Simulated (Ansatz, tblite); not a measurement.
Removing and adding an electron: TiS₂. The state is a singlet with charge 0. Geometry: PBE0-D4/def2-TZVP. Ansatz, gas phase; energy differences of separate SCF runs; the oxidised species was run as a doublet alone; the reduced species was run as a doublet alone.

```
atom   x (Å)   y (Å)   z (Å)
 Ti1   0.644  -0.057   0.393
  S2   0.560  -0.152  -1.668
  S3  -1.204   0.209   1.275
```

The xTB rows come from tblite. The structure comes from a short search, and lower isomers may exist.

```json
{"level": "GFN1-xTB", "−HOMO (eV)": "11.05", "vertical IE (eV)": "14.74", "−LUMO (eV)": "9.89", "vertical EA (eV)": "6.55", "HOMO–LUMO gap (eV)": "1.16", "IE − EA (eV)": "8.19", "remarks": "–"}
{"level": "GFN2-xTB", "−HOMO (eV)": "10.42", "vertical IE (eV)": "13.50", "−LUMO (eV)": "9.74", "vertical EA (eV)": "6.60", "HOMO–LUMO gap (eV)": "0.68", "IE − EA (eV)": "6.90", "remarks": "–"}
{"level": "PBE-D4/def2-TZVP", "−HOMO (eV)": "5.59", "vertical IE (eV)": "8.53", "−LUMO (eV)": "4.16", "vertical EA (eV)": "–", "HOMO–LUMO gap (eV)": "1.42", "IE − EA (eV)": "–", "remarks": "–"}
{"level": "PBE-D4/def2-TZVPD", "−HOMO (eV)": "5.67", "vertical IE (eV)": "–", "−LUMO (eV)": "4.24", "vertical EA (eV)": "1.92", "HOMO–LUMO gap (eV)": "1.44", "IE − EA (eV)": "–", "remarks": "HOMO above zero (-1 doublet)"}
{"level": "r2SCAN-D4/def2-TZVP", "−HOMO (eV)": "5.82", "vertical IE (eV)": "8.59", "−LUMO (eV)": "4.00", "vertical EA (eV)": "–", "HOMO–LUMO gap (eV)": "1.82", "IE − EA (eV)": "–", "remarks": "–"}
{"level": "r2SCAN-D4/def2-TZVPD", "−HOMO (eV)": "5.88", "vertical IE (eV)": "–", "−LUMO (eV)": "4.06", "vertical EA (eV)": "2.00", "HOMO–LUMO gap (eV)": "1.83", "IE − EA (eV)": "–", "remarks": "–"}
{"level": "PBE0-D4/def2-TZVP", "−HOMO (eV)": "6.67", "vertical IE (eV)": "8.63", "−LUMO (eV)": "3.23", "vertical EA (eV)": "–", "HOMO–LUMO gap (eV)": "3.44", "IE − EA (eV)": "–", "remarks": "spin-contaminated (⟨S²⟩ 0.85) (+1 doublet)"}
{"level": "PBE0-D4/def2-TZVPD", "−HOMO (eV)": "6.74", "vertical IE (eV)": "–", "−LUMO (eV)": "3.29", "vertical EA (eV)": "2.12", "HOMO–LUMO gap (eV)": "3.45", "IE − EA (eV)": "–", "remarks": "–"}
```

Relaxing the oxidised species (PBE0-D4/def2-TZVP) changes its energy by -0.32 eV at PBE0-D4/def2-TZVP, so the adiabatic ionisation energy to this nearest minimum is 8.31 eV. At PBE-D4/def2-TZVP it is 8.21 eV. The relaxed charge 1 doublet is spin-contaminated (final ⟨S²⟩ up to 0.83, 0.75 for a pure state).  Run but left out: HF/def2-TZVPP, MP2/def2-TZVPP, CCSD/def2-TZVPP, CCSD(T)/def2-TZVPP (flagged by the program: large difference); HF/def2-TZVPD, MP2/def2-TZVPD, CCSD/def2-TZVPD, CCSD(T)/def2-TZVPD (singlet: restricted singlet, unstable towards broken spin symmetry).   A HOMO above zero means that the electron is unbound at that level or that self-interaction error raises the level; the energy of removing that electron tells which. Raw xTB energy differences between charge states are shifted by several eV; the methods need an empirical correction for them.
